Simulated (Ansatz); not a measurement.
One change: `C[O][Sn]([Cl])([Cl])[SeH]` becomes `[Cl][SnH]([Cl])[SeH]`.

Ansatz, PBE0-D4/def2-TZVP geometries, multiplicity 1. Each molecule was computed in one conformer, which needn't be the lowest.

Elements past krypton have def2 core potentials. Scalar relativity is left out up to krypton.

```
                               property  `C[O][Sn]([Cl])([Cl])[SeH]`
HOMO–LUMO gap (ωB97M-V/def2-TZVPP) / eV                         9.56
     HOMO energy (PBE0/def2-TZVPP) / eV                        -7.90
    HOMO energy (B3LYP/def2-TZVPP) / eV                        -7.64
  HOMO–LUMO gap (B3LYP/def2-TZVPP) / eV                         4.87
    HOMO–LUMO gap (PBE/def2-TZVPP) / eV                         3.33
  HOMO energy (ωB97M-V/def2-TZVPP) / eV                       -10.09
```

Problem. Give the same properties after the change, and the shifts. (An estimate is asked.)

Solution. Computed: 
| property | `[Cl][SnH]([Cl])[SeH]` | shift |
| --- | --- | --- |
| HOMO–LUMO gap (ωB97M-V/def2-TZVPP) / eV | 9.76 | 0.20 |
| HOMO energy (PBE0/def2-TZVPP) / eV | -7.73 | 0.17 |
| HOMO energy (B3LYP/def2-TZVPP) / eV | -7.47 | 0.17 |
| HOMO–LUMO gap (B3LYP/def2-TZVPP) / eV | 5.10 | 0.23 |
| HOMO–LUMO gap (PBE/def2-TZVPP) / eV | 3.59 | 0.26 |
| HOMO energy (ωB97M-V/def2-TZVPP) / eV | -9.89 | 0.20 |

With PBE0 the HOMO rises by 0.17 eV and the LUMO rises by 0.42 eV, so the gap widens by about 0.25 eV. PBE moves the HOMO by 0.15 eV and ωB97M-V by 0.20 eV.

B3LYP here is the variant with VWN-RPA as its local correlation; programs differ in this.

Spin–orbit coupling is left out; it splits and shifts lone-pair levels of the heavy atoms by tenths of an eV.
